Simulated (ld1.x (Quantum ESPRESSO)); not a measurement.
## u(r) = r·R(r): atom against pseudo-atom (C (Z = 6))

Columns: radius, all-electron u(r) and pseudo u(r) of the 2p shell (level -31.58 eV) of carbon in the configuration [He] 2s2 2p0; PBEsol, scalar-relativistic, ultrasoft scheme, ld1.x (Quantum ESPRESSO) 7.5.

```tsv
r (bohr)	all-electron	pseudo
0.085	0.0476	0.0125
0.170	0.1509	0.0493
0.255	0.2729	0.1078
0.340	0.3941	0.1839
0.425	0.5044	0.2727
0.510	0.5993	0.3684
0.595	0.6773	0.4649
0.680	0.7393	0.5567
0.765	0.7860	0.6387
0.850	0.8179	0.7070
0.935	0.8362	0.7592
1.020	0.8424	0.7939
1.105	0.8383	0.8115
1.190	0.8255	0.8134
1.275	0.8055	0.8020
1.360	0.7798	0.7801
1.445	0.7497	0.7508
1.530	0.7164	0.7171
1.615	0.6809	0.6810
1.700	0.6440	0.6440
1.785	0.6065	0.6065
1.870	0.5690	0.5690
1.955	0.5321	0.5321
2.040	0.4960	0.4960
2.125	0.4611	0.4611
2.210	0.4276	0.4276
```

Question: How many radial nodes do the two functions have?

Answer: The all-electron 2p function has n − l − 1 = 0; the pseudo-wave has 0.

Question: At about which radius was the pseudo-wave matched?

Answer: 1.70 bohr, where the columns begin to agree (steps of 0.09 bohr).

Question: Is the pseudo-wave norm-conserving?

Answer: No, it belongs to an ultrasoft set: the norm inside the radius is not constrained, and the difference is carried by the augmentation charge.
